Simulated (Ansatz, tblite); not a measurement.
Spin states of the cluster HgO₂⁻ (the lowest doublet isomer of a short search), each relaxed with PBE-D4/def2-TZVPD in Ansatz. Electronic energies in the gas phase.

In the def2 sets Hg takes a core potential; there is no spin–orbit coupling. The xTB rows come from tblite. B3LYP takes the VWN-RPA correlation. Correlated methods freeze 2 core orbitals; core or outer-core shells of Hg are correlated, in sets that lack core-valence functions. The structure comes from a short search, and lower isomers may exist.

Doublet geometry (D∞h within 0.1 Å):

```
atom   x (Å)   y (Å)   z (Å)
 Hg1   0.000   0.000   0.000
  O2  -0.362   0.732  -1.753
  O3   0.362  -0.732   1.753
```

Quartet geometry (C2v within 0.1 Å):

```xyz
3

Hg   -0.511   -0.122   -0.027
O     0.342    0.174   -2.109
O     0.169   -0.052    2.136
```

Run but left out: HF/def2-TZVPD, HF/def2-TZVPPD, MP2/def2-TZVPD, MP2/def2-TZVPPD, CCSD/def2-TZVPPD, CCSD(T)/def2-TZVPPD (doublet: ⟨S²⟩ 1.39, where a pure state has 0.75).

Only these spin states were relaxed.

**Question.** Estimate which spin state lies lowest at each of these levels, and by how much: GFN1-xTB; GFN2-xTB; PBE-D4/def2-TZVPD; revPBE-D4/def2-TZVPD; r2SCAN-D4/def2-TZVPD; B3LYP-D4/def2-TZVPD; ωB97X-V/def2-TZVPD; RPA@PBE/def2-TZVPD.

**Answer.** 
| level | quartet − doublet (kJ/mol) | lowest of these | remarks |
| --- | --- | --- | --- |
| GFN1-xTB | 366.2 | doublet | – |
| GFN2-xTB | 311.7 | doublet | – |
| PBE-D4/def2-TZVPD | 243.1 | doublet | HOMO above zero (doublet), HOMO above zero (quartet) |
| revPBE-D4/def2-TZVPD | 226.1 | doublet | HOMO above zero (doublet), HOMO above zero (quartet) |
| r2SCAN-D4/def2-TZVPD | 203.7 | doublet | HOMO above zero (quartet) |
| B3LYP-D4/def2-TZVPD | 180.2 | doublet | – |
| ωB97X-V/def2-TZVPD | 167.9 | doublet | – |
| RPA@PBE/def2-TZVPD | 228.2 | doublet | – |

The xTB methods have no term that favours high spin, so they put low spin too low.

```
  state  donor atoms  mean metal–ligand distance (Å)  range (Å)  Mulliken spin on the metal (PBE0)
doublet            2                           1.934  1.93–1.93                              -0.09
quartet            2                           2.269  2.27–2.27                               0.71
```

⟨S²⟩ at PBE0-D4/def2-TZVPD: doublet 0.80 (pure 0.75), quartet 3.77 (pure 3.75). The unpaired electrons of the doublet sit mostly on the ligands. The unpaired electrons of the quartet sit mostly on the ligands.
